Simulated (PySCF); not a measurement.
Isomers of C5H6Cl2O, mass 151.980 u with the commonest isotopes. The calculation used PBE0/def2-SVPD in PySCF (dipole) on a GFN2-xTB geometry, gas phase. One conformer each, none proved a minimum here; rigid rotors.

Problem. Order these by dipole moment, largest first.
A. `[CH3:1][C:2](=[O:3])/[CH:4]=[C:5](\[Cl:6])[CH2:7][Cl:8]` with C1–C2–C4–C5 -175°, C4–C5–C7–Cl8 -92°
B. `[CH3:1][C:2](=[O:3])/[CH:4]=[C:5](/[Cl:6])[CH2:7][Cl:8]` with C1–C2–C4–C5 172°, C4–C5–C7–Cl8 -115°
C. `[O:1]=[C:2]1[CH2:3][CH2:4][C:5]([Cl:6])([Cl:7])[CH2:8]1` with O1–C2–C3–C4 -168°, C2–C3–C4–C5 -30°, C3–C4–C5–Cl6 159°, C4–C5–C8–C2 -29°

Solution. A (3.69 D), B (2.94 D), C (2.06 D).

Problem. Order these by out-of-plane moment Σ m c² = (Ia + Ib − Ic)/2, smallest first.
A. `[CH3:1][C:2](=[O:3])/[CH:4]=[C:5](\[Cl:6])[CH2:7][Cl:8]` with C1–C2–C4–C5 -175°, C4–C5–C7–Cl8 -92°
B. `[O:1]=[C:2]1[CH2:3][CH2:4][C:5]([Cl:6])([Cl:7])[CH2:8]1` with O1–C2–C3–C4 -168°, C2–C3–C4–C5 -30°, C3–C4–C5–Cl6 159°, C4–C5–C8–C2 -29°
C. `[CH3:1][C:2](=[O:3])/[CH:4]=[C:5](/[Cl:6])[CH2:7][Cl:8]` with C1–C2–C4–C5 172°, C4–C5–C7–Cl8 -115°

Solution. C (31.08 u·Å²), A (33.39 u·Å²), B (82.06 u·Å²).

Problem. Order these by rotational constant B, largest first.
A. `[CH3:1][C:2](=[O:3])/[CH:4]=[C:5](/[Cl:6])[CH2:7][Cl:8]` with C1–C2–C4–C5 172°, C4–C5–C7–Cl8 -115°
B. `[CH3:1][C:2](=[O:3])/[CH:4]=[C:5](\[Cl:6])[CH2:7][Cl:8]` with C1–C2–C4–C5 -175°, C4–C5–C7–Cl8 -92°
C. `[O:1]=[C:2]1[CH2:3][CH2:4][C:5]([Cl:6])([Cl:7])[CH2:8]1` with O1–C2–C3–C4 -168°, C2–C3–C4–C5 -30°, C3–C4–C5–Cl6 159°, C4–C5–C8–C2 -29°

Solution. C (1050 MHz), A (893.4 MHz), B (826.2 MHz).

```
            SMILES  point group  Ia (u·Å²)  Ib (u·Å²)  Ic (u·Å²)      κ  μa (D)  μb (D)  μc (D)
CC(=O)/C=C(\Cl)CCl           C1     227.17     611.70     772.09  -0.78    0.27    2.81    2.37
 O=C1CCC(Cl)(Cl)C1           C1     224.53     481.37     541.79  -0.82    0.57    0.67    1.87
CC(=O)/C=C(/Cl)CCl           C1     263.15     565.68     766.69  -0.63    1.85    2.28    0.03
```
